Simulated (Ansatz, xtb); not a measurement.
**C3H5B3N4: 3 structures ranked**

3 gas-phase structures of C3H5B3N4, from a drawn sample of its isomers (lower ones may exist). Each was relaxed with GFN2-xTB:

A. `C#CN1BNB(C#N)NB1`, a singlet
B. `C#CB1NBNB(C#N)N1`, a singlet
C. `C#CN1BNBNB1C#N`, a singlet

Problem. Estimate their order in r2SCAN-D4/def2-SVP//GFN2-xTB energy at these geometries, lowest first.

Solution. Calculated order at r2SCAN-D4/def2-SVP//GFN2-xTB: B (0.000), A (1.176), C (1.207) eV. Less than 1 kcal/mol parts A and C, so the order within that pair means little.

Energies above the lowest of each column, in eV; the last columns are at r2SCAN-D4/def2-SVP geometries:

```
structure  GFN2-xTB  HF/STO-3G  r2SCAN-D4/def2-SVP//GFN2-xTB  r2SCAN-D4/def2-SVP  CCSD(T)/def2-SVP + ΔMP2/def2-TZVPP
        B     0.218      0.000                         0.000               0.000                               0.000
        A     0.000      0.897                         1.176               1.159                               1.205
        C     0.017      0.924                         1.207               1.187                               1.234
```

CCSD(T)/def2-SVP + ΔMP2/def2-TZVPP puts B lowest; GFN2-xTB picks A. ΔMP2 is the change of the MP2 energy from the smaller to the larger basis.

Programs: Ansatz 0.2.0, xtb 6.7.1.
